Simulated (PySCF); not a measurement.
## Dipole moment and polarisability of 2-methylpyrimidine

Species: 2-methylpyrimidine, C₅H₆N₂.
Cartesian coordinates in Å at the GFN2-xTB level; atoms count from 1:
```
atom  x, y, z in Å
C1     2.1922   -0.1989    0.1163
C2     0.7103   -0.0661    0.0213
N3     0.2122    1.1540   -0.1431
C4    -1.1023    1.2713   -0.2056
C5    -1.9491    0.1767   -0.1074
C6    -1.3274   -1.0522    0.0604
N7    -0.0134   -1.1750    0.1227
H8     2.5016   -1.1744   -0.2467
H9     2.6734    0.5953   -0.4465
H10    2.4901   -0.1100    1.1604
H11   -1.4799    2.2777   -0.3384
H12   -3.0207    0.2745   -0.1599
H13   -1.8916   -1.9725    0.1489
```

Level: B3LYP/def2-SVPD (PySCF), static field, nuclei fixed, core orbitals frozen in the response. The polarisability tensor in these axes (au):

```
x   89.88 -1.34  2.47
y   -1.34 72.86 -3.40
z    2.47 -3.40 45.44
```

Question: Give the principal values, the mean and the anisotropy Δα = √{½[(α1 − α2)² + (α2 − α3)² + (α1 − α3)²]}.

Answer: Principal values 44.91, 73.12 and 90.16 au; mean 69.39 au = 10.28 Å³ = 11.44 × 10⁻⁴⁰ C²·m²/J; Δα = 39.58 au (57 % of the mean).

Question: What is the dipole moment, and where does it point?

Answer: (-1.69, 0.16, -0.03) D, 1.70 D in size, pointing from the negative to the positive side. Measured along this direction, the outermost atoms are H9, H8 and H10 at the negative end and H12 at the positive end.

Question: What molar refraction does this α imply?

Answer: Lorentz–Lorenz: R = (4π/3)N_A α = 2.5225 cm³/(mol·Å³) × 10.28 Å³ = 25.9 cm³/mol, in the limit of long wavelengths.

Question: Sum over states: ᾱ = Σ f/ω², ω in Eh. What share falls to these 8 lowest TDDFT singlets (eV, f)? 4.18, 0.0040; 4.58, 0.0000; 5.67, 0.0246; 5.70, 0.0212; 6.04, 0.0051; 6.51, 0.1273; 6.62, 0.0002; 7.27, 0.0385.

Answer: They add up to 4.09 au, 5.9 % of the 69.39 au; the largest single term is 2.23 au, from the state at 6.51 eV. Terms in order: 0.17, 0.00, 0.57, 0.48, 0.10, 2.23, 0.00, 0.54 au. Higher excitations give the rest. The strengths listed sum to 0.221.

Question: How large is μ²/3kT at 500 K beside α?

Answer: In Gaussian units μ²/3kT = 13.89 Å³ against 10.28 Å³, a ratio of 1.35; the Debye molar polarisation (4π/3)N_A(α + μ²/3kT) is 61.0 cm³/mol, leaving out the vibrational part.

Question: What would n − 1 = 2πNα be for an ideal gas of these molecules at 350 K and 1 atm, electronic part alone?

Answer: N = p/kT = 2.0968 × 10¹⁹ cm⁻³, so n − 1 = 2π × N × 10.28 × 10⁻²⁴ cm³ = 1355 × 10⁻⁶ at long wavelengths.

Geometry: GFN2-xTB; no solvent, vibrations or thermal averaging.

These values come from a run that also computed excited states. On x86-64 server, one thread, no GPU (shared host), this took 18 s of wall time.
